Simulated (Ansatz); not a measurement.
Molecule: C$_{3}$H$_{6}$O$_{2}$, charge 0, multiplicity 1. SMILES: C(OC)(C)=O
Structure (B3LYP-D3(BJ)/def2-TZVP (Ansatz, a program for electronic structure) minimum search):
```xyz
11

C     -1.8543     0.1696     0.1592
C     -0.4282    -0.1404    -0.2035
O     -0.0723    -0.8339    -1.1211
O      0.4291     0.4670     0.6430
C      1.8231     0.2390     0.3870
H     -2.5223    -0.3365    -0.5316
H     -2.0217     1.2467     0.1188
H     -2.0572    -0.1540     1.1808
H      2.0924     0.5983    -0.6055
H      2.3561     0.7951     1.1531
H      2.0542    -0.8236     0.4535
```
Charge 0, spin multiplicity 1.

Property: enthalpy of formation at 298 K, in kcal/mol. Set-up: 6-311+G** with 5d; valence correlation only; open shells spin-unrestricted; 6-31G* and kin with 6d, 5d where marked; spin-orbit terms left out; LANL2DZ all-electron up to Ne; non-relativistic. Basis-set limits of correlation are two-point, X^-3; Hartree-Fock from the larger set. The bracket is a focal-point correction in the basis named. Ab initio and DFT rows: single points at B3LYP-D3(BJ) geometries (Ansatz), with unscaled harmonic terms from B3LYP/6-31G* (Ansatz) at its own minima, enthalpies of formation by atomisation with measured atoms.

Measured values: CRC Handbook, as tabulated in the package chemicals; they hold spin-orbit and core effects, anharmonicity and other conformers. 

Value to compare with, the measured value: -98.8 kcal/mol.

```tsv
level	program	enthalpy of formation at 298 K (kcal/mol)	error
MP2/STO-3G	Ansatz	-19.3	79.5
MP2/3-21G	Ansatz	63.0	161.8
MP2/LANL2DZ	Ansatz	88.3	187.1
MP2/6-31G*	Ansatz	-29.3	69.5
MP2/6-311+G**	Ansatz	-54.7	44.1
RI-MP2/CBS(aug-cc-pVTZ,aug-cc-pVQZ)+[CCSD(T)-MP2]/aug-cc-pVTZ	Ansatz	-96.8	2.0
```

Among the 5 habitual levels, MP2/LANL2DZ lies farthest from the measured value (187.1 kcal/mol) and MP2/6-311+G** nearest (44.1); 5 of 5 lie above it, and their mean absolute error is 108.4 kcal/mol, the median 79.5. One case shows no general order.

The sets are all those run for this method; left out are runs that failed, that the program found above a lower state of the same kind, or whose <S^2> lies over 0.5 above the pure value.
